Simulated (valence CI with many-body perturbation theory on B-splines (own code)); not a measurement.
**E1 line list for Br XXXI**

Computed by valence CI with perturbative core correlation (CI+MBPT): three valence electrons over a frozen Dirac-Fock core [He], a basis of 11 s, 11 p, 9 d, 7 f, 5 g, 2 h, 1 i functions for each j, with the one-electron correlation potential Σ1, the two-electron term Σ2, the three-electron term Σ3, Breit, model QED; selected CI, second order for the rest (own B-spline code, finite nucleus).

No measured spectrum was set against this ion. As an estimate, large intervals hold to a few tenths of a per cent, small ones and those within an open d or f shell to about a per cent.

Lines 201 to 250 of 260 in falling wavelength, among levels below 166.74 Ry, chosen from the strongest by gf and those to the six lowest levels. Wavelengths and rates use the calculated energies. Electric multipoles are in the length gauge, E1 and E2 with the static RPA response of the core. Weak lines are less certain than strong ones. Lines between different terms over intervals too small for the method are left out, as are lines whose strength nearly cancels. The highest levels of a list are the least certain.

Levels are named by their leading jj configuration (3d3/2^4 stands for four electrons in 3d with j = 3/2), which in mixed levels can hold well under half, so a name can repeat and another be missing. Letters in brackets count levels of one name in rising energy.

```
λ vac (Å)                          Upper                       Lower   A (s⁻¹)  log gf  Branch %
    5.972     (2s 2p3/2 3d3/2) J=5/2 [b]      (2s 2p1/2 2p3/2) J=5/2  4.91e+11   -1.80       0.6
    5.969     (2s 2p3/2 3d5/2) J=7/2 [b]      (2s 2p1/2 2p3/2) J=5/2  1.89e+12   -1.09       5.0
    5.963  (2p1/2 2p3/2 3p1/2) J=3/2 [b]  (2s 2p1/2 2p3/2) J=3/2 [b]  4.67e+11   -2.00       2.0
    5.956     (2s 2p3/2 3p3/2) J=3/2 [a]          (2s^2 2p3/2) J=3/2  1.63e+13   -0.46      97.1
    5.949     (2s 2p1/2 3p3/2) J=3/2 [a]          (2s^2 2p1/2) J=1/2  9.42e+12   -0.70      94.8
    5.945     (2s 2p1/2 3p1/2) J=1/2 [b]          (2s^2 2p1/2) J=1/2  8.73e+12   -1.03      93.4
    5.944  (2p1/2 2p3/2 3p3/2) J=3/2 [b]  (2s 2p1/2 2p3/2) J=3/2 [b]  8.38e+12   -0.75      37.4
    5.941     (2s 2p3/2 3d5/2) J=3/2 [b]      (2s 2p1/2 2p3/2) J=5/2  2.12e+11   -2.35       0.3
    5.932  (2p1/2 2p3/2 3p3/2) J=5/2 [b]  (2s 2p1/2 2p3/2) J=3/2 [b]  9.12e+12   -0.54      49.1
    5.931     (2s 2p3/2 3p3/2) J=5/2 [a]          (2s^2 2p3/2) J=3/2  2.13e+13   -0.17      98.5
    5.931  (2p1/2 2p3/2 3p1/2) J=3/2 [a]      (2s 2p1/2 2p3/2) J=5/2  1.63e+12   -1.46       9.4
    5.930         (2s 2p1/2 3p3/2) J=1/2          (2s^2 2p1/2) J=1/2  2.36e+13   -0.60      95.7
    5.925     (2s 2p3/2 3d3/2) J=5/2 [b]  (2s 2p1/2 2p3/2) J=3/2 [a]  3.21e+11   -1.99       0.4
    5.924     (2s 2p3/2 3p3/2) J=1/2 [a]          (2s^2 2p3/2) J=3/2  2.69e+13   -0.55      91.5
    5.922     (2s 2p3/2 3d5/2) J=3/2 [a]          (2s 2p1/2^2) J=1/2  4.82e+11   -1.99       0.9
    5.915     (2s 2p1/2 3p3/2) J=3/2 [b]          (2s^2 2p1/2) J=1/2  2.16e+13   -0.34      97.5
    5.914          (2p1/2^2 3p1/2) J=1/2          (2s 2p1/2^2) J=1/2  9.25e+12   -1.01      60.1
    5.911      (2p1/2 2p3/2 3p1/2) J=5/2      (2s 2p1/2 2p3/2) J=5/2  7.52e+12   -0.63      66.0
    5.907     (2s 2p3/2 3d3/2) J=1/2 [b]  (2s 2p1/2 2p3/2) J=3/2 [a]  4.61e+11   -2.32       0.7
    5.907  (2p1/2 2p3/2 3p3/2) J=1/2 [b]  (2s 2p1/2 2p3/2) J=3/2 [b]  9.80e+12   -0.99      52.6
    5.902             (2p1/2^2 3s) J=1/2          (2s^2 2p3/2) J=3/2  1.28e+12   -1.87      15.4
    5.897      (2p1/2 2p3/2 3p1/2) J=1/2  (2s 2p1/2 2p3/2) J=3/2 [a]  8.57e+12   -1.05      51.8
    5.895         (2s 2p3/2 3d5/2) J=1/2          (2s 2p1/2^2) J=1/2  1.18e+12   -1.91       1.7
    5.895     (2s 2p3/2 3d5/2) J=3/2 [b]  (2s 2p1/2 2p3/2) J=3/2 [a]  8.27e+11   -1.76       1.3
    5.894  (2p1/2 2p3/2 3p3/2) J=5/2 [a]      (2s 2p1/2 2p3/2) J=5/2  1.22e+12   -1.42       7.0
    5.885  (2p1/2 2p3/2 3p1/2) J=3/2 [a]  (2s 2p1/2 2p3/2) J=3/2 [a]  6.32e+12   -0.88      36.2
    5.868  (2p1/2 2p3/2 3p1/2) J=3/2 [b]      (2s 2p1/2 2p3/2) J=5/2  1.53e+13   -0.50      66.8
    5.867      (2p1/2 2p3/2 3p3/2) J=7/2      (2s 2p1/2 2p3/2) J=5/2  1.38e+13   -0.24      97.5
    5.866         (2s 2p3/2 3p1/2) J=1/2          (2s^2 2p3/2) J=3/2  1.21e+13   -0.90      85.1
    5.865      (2p1/2 2p3/2 3p1/2) J=5/2  (2s 2p1/2 2p3/2) J=3/2 [a]  1.32e+12   -1.39      11.6
    5.864     (2s 2p3/2 3p1/2) J=3/2 [b]          (2s^2 2p3/2) J=3/2  7.16e+12   -0.83      94.4
    5.859          (2p1/2^2 3p3/2) J=3/2          (2s 2p1/2^2) J=1/2  1.39e+13   -0.54      81.4
    5.850  (2p1/2 2p3/2 3p3/2) J=3/2 [b]      (2s 2p1/2 2p3/2) J=5/2  1.38e+12   -1.55       6.2
    5.849  (2p1/2 2p3/2 3p3/2) J=5/2 [a]  (2s 2p1/2 2p3/2) J=3/2 [a]  1.34e+13   -0.39      75.9
    5.842  (2p1/2 2p3/2 3p3/2) J=1/2 [a]  (2s 2p1/2 2p3/2) J=3/2 [a]  5.02e+12   -1.29      26.0
    5.838  (2p1/2 2p3/2 3p3/2) J=5/2 [b]      (2s 2p1/2 2p3/2) J=5/2  6.77e+12   -0.68      36.4
    5.835  (2p1/2 2p3/2 3p3/2) J=3/2 [a]  (2s 2p1/2 2p3/2) J=3/2 [a]  4.37e+12   -1.05      21.9
    5.834     (2s 2p3/2 3p3/2) J=5/2 [b]          (2s^2 2p3/2) J=3/2  5.90e+12   -0.74      96.8
    5.824     (2s 2p3/2 3p3/2) J=3/2 [b]          (2s^2 2p3/2) J=3/2  6.86e+12   -0.86      71.9
    5.823  (2p1/2 2p3/2 3p1/2) J=3/2 [b]  (2s 2p1/2 2p3/2) J=3/2 [a]  6.51e+11   -1.88       2.8
    5.805     (2s 2p3/2 3p3/2) J=3/2 [a]          (2s^2 2p1/2) J=1/2  2.81e+11   -2.25       1.7
    5.805  (2p1/2 2p3/2 3p3/2) J=3/2 [b]  (2s 2p1/2 2p3/2) J=3/2 [a]  3.43e+12   -1.16      15.3
    5.802     (2s 2p3/2 3d5/2) J=3/2 [b]          (2s 2p1/2^2) J=1/2  3.17e+11   -2.19       0.5
    5.791     (2p1/2 2p3/2 3s) J=3/2 [a]          (2s^2 2p3/2) J=3/2  1.16e+12   -1.63      17.6
    5.775     (2s 2p3/2 3p3/2) J=1/2 [a]          (2s^2 2p1/2) J=1/2  1.42e+12   -1.85       4.9
    5.770         (2p1/2 2p3/2 3s) J=1/2          (2s^2 2p3/2) J=3/2  1.23e+12   -1.91       9.6
    5.763         (2p1/2 2p3/2 3s) J=5/2          (2s^2 2p3/2) J=3/2  1.02e+12   -1.52       9.7
    5.754             (2p1/2^2 3s) J=1/2          (2s^2 2p1/2) J=1/2  4.68e+11   -2.33       5.6
    5.751  (2p1/2 2p3/2 3p3/2) J=1/2 [a]          (2s 2p1/2^2) J=1/2  1.31e+12   -1.89       6.8
    5.747     (2p1/2 2p3/2 3s) J=3/2 [b]          (2s^2 2p3/2) J=3/2  1.27e+12   -1.60      10.3
```
